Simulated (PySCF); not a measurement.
From one molecule to another.

First species: BH₆P.
Geometry (PBE0-D3(BJ)/def2-SVP, Å), atoms numbered from 1 in this order:
```
atom  x, y, z in Å
B1    -1.145   -0.062   -0.019
P2     0.773    0.043    0.010
H3    -1.495    0.827    0.741
H4    -1.428    0.132   -1.190
H5    -1.380   -1.191    0.379
H6     1.434   -0.141    1.250
H7     1.505   -0.873   -0.785
H8     1.382    1.253   -0.404
```

Second species: C6H2F4.
SMILES: `FC1=C(F)C(F)=C(F)C=C1`

Levels: CAM-B3LYP/def2-SVPD for dipole moment, HOMO energy, LUMO energy, HOMO–LUMO gap, static isotropic polarisability and electronic spatial extent ⟨r²⟩ about the centre of nuclear charge; TDDFT CAM-B3LYP/def2-SVPD for lowest singlet excitation; PBE0-D3(BJ)/def2-SVP for rotational constant A and rotational constant C. Geometries: PBE0-D3(BJ)/def2-SVP. All species are isolated and taken at one optimised geometry, non-relativistic unless stated; the electronic structure was computed with PySCF and density fitting.

Task: Which has the higher LUMO energy?

Result: The first: 0.76 eV against 0.01 eV, a difference of 0.75 eV.

Task: Which of the two has the higher ⟨r²⟩, and by how much?

Result: The second: 1292 bohr² against 183 bohr², a difference of 1109 bohr².

Task: Which of the two has the higher HOMO–LUMO gap, and by how much?

Result: The first: 10.73 eV against 8.93 eV, a difference of 1.80 eV.

Task: Which has the higher rotational constant C?

Result: The first: 10.671 GHz against 0.763 GHz, a difference of 9.908 GHz.

Task: Which of the two has the higher dipole moment, and by how much?

Result: The first: 4.19 D against 2.58 D, a difference of 1.61 D.

Task: Which has the higher HOMO energy?

Result: The second: -8.92 eV against -9.97 eV, a difference of 1.05 eV.

Task: Which of the two has the higher rotational constant A, and by how much?

Result: The first: 56.352 GHz against 2.100 GHz, a difference of 54.252 GHz.

Task: Which of the two has the higher static isotropic polarisability, and by how much?

Result: The second: 69.0 au against 47.6 au, a difference of 21.4 au.

On the first: The 6 singlets span 7.85 to 8.13 eV, and their oscillator strengths add up to 0.02. The dipole matches unit charges of opposite sign 0.87 Å apart (1 e·Å = 4.8032 D).

On the second: The dipole equals about 8.6 × 10⁻³⁰ C·m (1 D = 3.33564 × 10⁻³⁰ C·m). No computed singlet falls in the visible range (750 to 380 nm, 1.65 to 3.26 eV); S1 lies 2.13 eV above its blue end.
